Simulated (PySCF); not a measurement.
F2H2NOTa, SMILES [NH]=[Ta]([OH])([F])[F], multiplicity 1. Geometry optimised at B3LYP-D3(BJ)/def2-SVP. The spin state was assumed, not searched. The structure was generated by enumeration; whether it is a known compound was not checked. The def2 effective core potentials stand for the cores of Ta; spin–orbit coupling is left out. Other conformers were not sampled.

These are B3LYP-D3(BJ)/def2-SVP run with PySCF values and carry that method's errors.

Harmonic wavenumbers (cm⁻¹): 160, 172, 196, 237, 238, 430, 503, 541, 628, 678, 679, 732, 1008, 3663, 3886. Rotational constants (GHz): 3.168, 3.068, 2.760; symmetry number 1.

Problem. Work out the zero-point energy and the ideal-gas rigid-rotor harmonic-oscillator thermochemistry at 298.15 K and 1 atm.

Solution. ZPE = ½ Σ hcν = ½ × 13750 cm⁻¹ = 82.24 kJ/mol. H − E(el) = 102.75 kJ/mol. Entropy in J/(mol K): translation 177.66, rotation 112.49, vibration 59.78, total 349.92. G − E(el) = -1.58 kJ/mol. Cp = 103.72 J/(mol K).
